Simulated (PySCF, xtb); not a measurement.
1,1,1-trichloroethane (C2H3Cl3), SMILES C(Cl)(Cl)(C)Cl.

Harmonic wavenumbers (cm⁻¹) from xtb with GFN2-xTB at its own minimum, in rising order: 214, 214, 230, 305, 306, 316, 517, 621, 622, 1065, 1065, 1071, 1388, 1448, 1448, 3034, 3036, 3038.

Task: What does PBE-D3(BJ)/def2-SVP in PySCF 2.14.0 give at its own minimum? (Estimate from the structure and the level; the computed values follow.)

Result: 230, 230, 303, 336, 336, 337, 517, 666, 666, 1048, 1048, 1070, 1336, 1398, 1398, 2993, 3103, 3103. Paired by order, the mean absolute difference is 35 cm⁻¹ and the zero-point energies are 28.5 and 28.8 kcal/mol.
